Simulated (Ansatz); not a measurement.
```yaml
crystal:
  periodic: [false, false, false]
  atoms:
    - {symbol: Al, position_ang: [-1.333926, 0.015139, -1.113690]}
    - {symbol: Si, position_ang: [0.215337, 1.220259, 0.184729]}
    - {symbol: Ge, position_ang: [0.243367, -1.188689, 0.261144]}
    - {symbol: H, position_ang: [-2.403112, -0.248837, -1.941325]}
    - {symbol: H, position_ang: [1.291610, 1.609205, -0.452371]}
    - {symbol: H, position_ang: [-0.102547, 1.713512, 1.485183]}
    - {symbol: H, position_ang: [1.587545, -1.700830, -0.343714]}
    - {symbol: H, position_ang: [0.217212, -1.740128, 1.440027]}
basis:
  gaussian: {orbitals: 6-31G}
hamiltonian: {xc: {name: B2PLYP}}
relax: {f_tol: 0.0001, max_steps: 3}
output: {forces: true}
```

```sh
$ ansatz run in.yaml --threads 2 --pin off --events-out ev --progress --plain --max-ram 4352MiB
```

It prints (some lines left out):

```
Functional definition: B2PLYP
751 factors; integrals over basis functions are off by at most 1.8e-4 eV
mean field evaluation 1: about -71037.7267 eV, gradient 1.1e1 eV
mean field evaluation 2: about -71037.7981 eV, gradient 1.1e1 eV
mean field evaluation 4: about -71038.4035 eV, gradient 1.0e0 eV
mean field evaluation 8: about -71038.4084 eV, gradient 1.5e-2 eV
mean field evaluation 16: about -71038.4084 eV, gradient 3.4e-6 eV
mean field -71038.40843618 eV, -2610.6133584669 hartree, gradient 3.4e-6 eV, S^2 0.000000; 0 other end points of the search recorded, 0 dependent functions left out
19 core orbitals not correlated: weight in the atoms' cores, before any rotation towards them, 1.000 or more for the frozen orbitals, at most 0.000 for the correlated occupied ones
reference -71038.40861443 eV, -2610.6133650176 hartree; 13, 13 occupied and 33, 33 virtual orbitals, 751 factors
second order -9.73259457 eV of doubles, -0.00000000 eV of singles
relax step   1: F+E_penalty+E_count = -71041.03623671 eV  Δ(F+E_penalty+E_count) = +0.000e0 eV  max|allowed force component| = 5.908e0 eV/Å  Δτ_max = 0.0000 Å  (38 SCF iters, accepted)
751 factors; integrals over basis functions are off by at most 2.0e-4 eV
mean field -71039.94855267 eV, -2610.6699567040 hartree, gradient 3.4e-6 eV, S^2 0.000000; 0 other end points of the search recorded, 0 dependent functions left out
19 core orbitals not correlated: weight in the atoms' cores, before any rotation towards them, 1.000 or more for the frozen orbitals, at most 0.000 for the correlated occupied ones
reference -71039.94873257 eV, -2610.6699633152 hartree; 13, 13 occupied and 33, 33 virtual orbitals, 751 factors
second order -9.84474772 eV of doubles, -0.00000000 eV of singles
relax step   2: F+E_penalty+E_count = -71042.60663455 eV  Δ(F+E_penalty+E_count) = -1.570e0 eV  max|allowed force component| = 1.840e0 eV/Å  Δτ_max = 0.1944 Å  (40 SCF iters, accepted)
751 factors; integrals over basis functions are off by at most 1.8e-4 eV
mean field -71040.20382560 eV, -2610.6793378113 hartree, gradient 2.4e-6 eV, S^2 0.000000; 0 other end points of the search recorded, 0 dependent functions left out
19 core orbitals not correlated: weight in the atoms' cores, before any rotation towards them, 1.000 or more for the frozen orbitals, at most 0.000 for the correlated occupied ones
reference -71040.20400685 eV, -2610.6793444720 hartree; 13, 13 occupied and 33, 33 virtual orbitals, 751 factors
second order -9.95584601 eV of doubles, -0.00000000 eV of singles
relax step   3: F+E_penalty+E_count = -71042.89190403 eV  Δ(F+E_penalty+E_count) = -2.853e-1 eV  max|allowed force component| = 3.128e-1 eV/Å  Δτ_max = 0.1947 Å  (40 SCF iters, accepted)
Error: geometry relaxation did not converge after 3 steps: max|allowed force component| = 3.13e-1 eV/Å (threshold 1.0e-4). Raise `relax.max_steps` over both its present limit and 3, loosen `relax.f_tol`, or start from a geometry closer to equilibrium. Where this run's directory can be resumed (`checkpoint.write`), a resume goes on for up to `relax.max_steps` more
```

What is wrong with this run?

The relaxation is allowed too few steps for its threshold. The calculation stopped without meeting its thresholds.
